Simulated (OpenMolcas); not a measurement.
## Tm3+: ligand-field states by method

Tm3+ with its 6 nearest fluoride ions at 2.176 Å, on the Cd site of idealised cubic KCdF3 (a = 4.302 Å, distance in the model lattice 2.151 Å). The rest of the host is ab initio model potentials to 7.6 Å, with orthogonalisation functions on the cations behind the ligands, and point charges beyond; the distance is set by hand and nothing relaxes, and no local charge compensation is placed. Ligand basis ANO-RCC-VDZP.

| Quantity | Value |
| --- | --- |
| Program | OpenMolcas 26.06 |
| Basis | ANO-RCC-VDZP [7s6p4d2f1g] |
| Scalar Hamiltonian | DKH2, point nucleus |
| Active space | 12 electrons in 7 orbitals (4f) |
| State averaging | 2S+1 = 3 even, 21 roots; 2S+1 = 1 even, 27 roots kept (CI in the orbitals of an earlier block) |
| Spin-orbit coupling | state interaction with AMFI integrals over the reference wave functions |

I. CASSCF
II. SS-CASPT2, IPEA 0.25 Eh, imaginary shift 0.1 Eh (closed shells correlated: 5s 5p and the ligand valence shells)

Spin-free states (labels of O, the rotations of Oh) in cm-1, each column counted from its own energy of the first state listed:

| State | Degeneracy | I | II |
| --- | --- | --- | --- |
| 3T1 | 3 | 0 | 0 |
| 3E | 2 | 138 | 150 |
| 3T2 | 3 | 308 | 330 |
| 3T1 | 3 | 612 | 800 |
| 3A2 | 1 | 8126 | 6720 |
| 3T2 | 3 | 8150 | 6720 |
| 3T1 | 3 | 8296 | 6940 |
| 1T2 | 3 | 8753 | 9030 |
| 1E | 2 | 9474 | 10020 |
| 1T1 | 3 | 9527 | 9110 |
| 1A1 | 1 | 9602 | 10240 |
| 1E | 2 | 27877 | 25090 |
| 1T2 | 3 | 28336 | 25670 |
| 1E | 2 | 33757 | 31740 |
| 1T2 | 3 | 33792 | 32660 |
| 1A2 | 1 | 33925 | 31520 |
| 1T2 | 3 | 34240 | 32290 |
| 1T1 | 3 | 34343 | 32300 |
| 1A1 | 1 | 34432 | 32470 |
| 3T1 | 3 | 37205 | 32840 |

From I to II, I's first state of another spin (1T2) moves from 8753 to 9030 cm-1, by about +280 cm-1.

With spin-orbit coupling the lowest J multiplet is 517 (I), 655 (II) cm-1 wide, a factor of 1.27 from I to II.

χT at 300 K: I 6.90, II 6.83 cm3 K/mol.

Roots that are degenerate in the reference are averaged as groups; the widest CASPT2 spread within a group is 100 cm-1 (the 2-fold group of multiplicity 1 near 31700 cm-1 above the lowest state of its run, II). Shifts and gaps below about the spread of the groups concerned are not significant. Over all roots computed the reference weight is 0.70 in II; a low but even weight reflects the number of correlated electrons. Without dynamic correlation the ligand-field splitting of an f shell can come out too small, at times by half (holds for I). Splittings of an f shell from a small cluster at a set distance can be off by tens of per cent, mostly too small (holds for II). No measured value stands beside these numbers; the geometry was set by hand and not optimised.
